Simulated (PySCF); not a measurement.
# Frontier orbitals and the lowest excitations

Species: SiHMe2F, C2H7FSi.
Z-matrix (Å and degrees, PBE0-D3(BJ)/def2-SVP geometry), rows numbered from 1:
```
Si
H   1  1.4933
C   1  1.8638  2  110.85
H   3  1.1006  1  111.31  2    60.38
H   3  1.1018  1  110.41  2   -59.60
H   3  1.1013  1  110.82  2  -179.21
C   1  1.8635  2  111.04  3  -125.44
H   7  1.1006  1  111.07  2   -58.23
H   7  1.1013  1  110.71  2  -178.30
H   7  1.1015  1  110.82  2    61.82
F   1  1.6354  2  106.42  3   117.41
```

Theory: PySCF, TDDFT B3LYP/def2-SVPD, vertical, gas phase, core orbitals frozen in the response.

Kohn–Sham orbitals with the atoms that hold most of them (Löwdin shares over 4%, at most four atoms; ? is withheld):

```csv
orbital,ε (eV),atoms
HOMO-3,-11.01,"F11 21%, C7 19%, C3 18%, H10 10%"
HOMO-2,-10.82,"C3 22%, C7 21%, F11 20%, H4 10%"
HOMO-1,-8.83,?
HOMO,-8.72,?
LUMO,?,"Si1 24%, C3 16%, C7 16%, H10 8%"
LUMO+1,0.71,"Si1 34%, H2 17%, F11 15%, C7 10%"
LUMO+2,0.84,"C3 16%, C7 15%, Si1 11%, H2 11%"
```

Which atoms hold the HOMO-1, and with what shares?

Si1 (bonded to 2 C, F and H) 28%; H2 (bonded to Si) 28%; C7 (bonded to Si and 3 H) 13%; C3 (bonded to Si and 3 H) 12%. By element: silicon 28%, hydrogen 28% or more, carbon 25%.

Give the leading atoms of the HOMO.

C3 (bonded to Si and 3 H) 26%; C7 (bonded to Si and 3 H) 26%; Si1 (bonded to 2 C, F and H) 20%; F11 (bonded to Si) 9%. By element: carbon 52%, silicon 20%, fluorine 9%.

What is the LUMO energy, and the HOMO–LUMO gap?

ε(LUMO) = 0.30 eV; the gap is 9.02 eV (0.3316 hartree).

The HOMO–LUMO gap is 9.02 eV. Where does the response calculation put the lowest singlet, and from which orbitals?

S1 is at 8.08 eV (f = 0.067), 0.94 eV below the gap, made of HOMO→LUMO (99%). 

One configuration dominates each of S1, S2, S3 and S4. Which, and how do the shares of the two leading atoms of either orbital change from the occupied to the empty one?

- S1 (8.08 eV, f 0.067), HOMO→LUMO (99%): C3 26% → 16%, C7 26% → 16%, Si1 20% → 24%
- S2 (8.25 eV, f 0.011), HOMO→LUMO+1 (97%): C3 26% → at most 10%, C7 26% → 10%, Si1 20% → 34%, H2 at most 10% → 17%
- S3 (8.27 eV, f 0.0022), HOMO-1→LUMO (83%): Si1 28% → 24%, H2 28% → at most 9%, C3 12% → 16%
- S4 (8.37 eV, f 0.029), HOMO-1→LUMO+1 (82%): Si1 28% → 34%, H2 28% → 17%

Löwdin shares depend on the basis, the more so with diffuse functions.

Hardware: one thread of an AMD EPYC, no GPU, shared host. Cost: 87 s of wall time (grids of density and orbitals included), 0.65 GiB resident at most.
